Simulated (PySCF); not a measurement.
# A survey of ¹⁷O NMR shifts

[PySCF: GFN2-xTB geometry; PBE0/pcSseg-1 with gauge-including orbitals; non-relativistic; one computed conformer; isolated molecule; averaged over atoms made equivalent by symmetry, fast rotation or ring inversion]

Shieldings were converted by a linear fit to measured shifts: ¹⁷O (scatter 10.7 ppm rms, 12.2 ppm with the 3 outliers that the fit left out vs liquid water, solution or neat liquid). A few per cent of atoms miss by over 2 rms, more outside the fitted compound classes.

Question: Give the ¹⁷O shifts of `CC#CC#C[C@@H](C)S(=O)(=O)O`, `CCC[P@@](C)(=O)O`, `CC1=C(F)CO[SiH2]O1`, `O=S(=O)(/C=C\F)C(F)(F)F`, `C=C1[C@@H](O)[C@@H]1O[SiH2]F`, `C=CCOC(=O)[SiH2]F`, `COS(=O)(=O)c1ccccc1`.

Answer: 
```json
{"compound": "[CH3:1][C:2]#[C:3][C:4]#[C:5][C@@H:6]([CH3:7])[S:8](=[O:9])(=[O:10])[OH:11]", "environment": "O10: S=O oxygen", "δ (ppm)": "171.3"}
{"compound": "[CH3:1][C:2]#[C:3][C:4]#[C:5][C@@H:6]([CH3:7])[S:8](=[O:9])(=[O:10])[OH:11]", "environment": "O9: S=O oxygen", "δ (ppm)": "167.9"}
{"compound": "[CH3:1][C:2]#[C:3][C:4]#[C:5][C@@H:6]([CH3:7])[S:8](=[O:9])(=[O:10])[OH:11]", "environment": "O11: oxygen bonded to S, H", "δ (ppm)": "143.4"}
{"compound": "[CH3:1][CH2:2][CH2:3][P@@:4]([CH3:5])(=[O:6])[OH:7]", "environment": "O6: P=O oxygen", "δ (ppm)": "114.2"}
{"compound": "[CH3:1][CH2:2][CH2:3][P@@:4]([CH3:5])(=[O:6])[OH:7]", "environment": "O7: oxygen bonded to P, H", "δ (ppm)": "69.3"}
{"compound": "[CH3:1][C:2]1=[C:3]([F:4])[CH2:5][O:6][SiH2:7][O:8]1", "environment": "O8: oxygen bonded to C, Si, in a 6-membered ring", "δ (ppm)": "38.8"}
{"compound": "[CH3:1][C:2]1=[C:3]([F:4])[CH2:5][O:6][SiH2:7][O:8]1", "environment": "O6: oxygen bonded to C, Si, in a 6-membered ring", "δ (ppm)": "-21.1"}
{"compound": "O=S(=O)(/C=C\\F)C(F)(F)F", "environment": "S=O oxygen (×2)", "δ (ppm)": "154.5"}
{"compound": "[CH2:1]=[C:2]1[C@@H:3]([OH:4])[C@@H:5]1[O:6][SiH2:7][F:8]", "environment": "O6: oxygen bonded to C, Si", "δ (ppm)": "31.0"}
{"compound": "[CH2:1]=[C:2]1[C@@H:3]([OH:4])[C@@H:5]1[O:6][SiH2:7][F:8]", "environment": "O4: alcohol oxygen", "δ (ppm)": "-0.5"}
{"compound": "[CH2:1]=[CH:2][CH2:3][O:4][C:5](=[O:6])[SiH2:7][F:8]", "environment": "O6: ester carbonyl oxygen", "δ (ppm)": "427.2"}
{"compound": "[CH2:1]=[CH:2][CH2:3][O:4][C:5](=[O:6])[SiH2:7][F:8]", "environment": "O4: ester alkoxy oxygen", "δ (ppm)": "184.4"}
{"compound": "[CH3:1][O:2][S:3](=[O:4])(=[O:5])[c:6]1[cH:7][cH:8][cH:9][cH:10][cH:11]1", "environment": "O4/5: S=O oxygen (×2)", "δ (ppm)": "145.4"}
{"compound": "[CH3:1][O:2][S:3](=[O:4])(=[O:5])[c:6]1[cH:7][cH:8][cH:9][cH:10][cH:11]1", "environment": "O2: oxygen bonded to C, S", "δ (ppm)": "131.7"}
```
